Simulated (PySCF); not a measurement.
Computed shifts of a molecule C2H8ClNOSi, B3LYP/pcSseg-1 run with PySCF, GIAO, gas phase, equivalent atoms averaged, in ppm (number of nuclei): ²⁹Si: -24.9 (1). ¹⁵N: 48.4 (1). ¹³C: 40.0 (2). ¹H: 5.33 (1), 2.89 (6), 1.85 (1). References: ²⁹Si against TMS (σ = 338.7 ppm); ¹⁷O against H2O (σ = 333.8 ppm); ³⁵Cl against HCl (σ = 933.3 ppm); ¹⁵N against NH3 (σ = 265.5 ppm); ¹³C against TMS (σ = 181.3 ppm); ¹H against TMS (σ = 31.68 ppm), references at their B3LYP-D3(BJ)/def2-TZVP geometries, non-relativistic (without spin–orbit terms, shifts of atoms bonded to Cl or Br come out too high). Geometry optimised at B3LYP-D3(BJ)/def2-SVP. One conformer was computed; it need not be the lowest.

Q: Which molecule gave these data?
(A) CC[Si@](N)(O)Cl
(B) C[C@@H](N)[Si@@H](O)Cl
(C) C[Si@@](O)(Cl)CN
(D) CN(C)[SiH](O)Cl

A: D, CN(C)[SiH](O)Cl
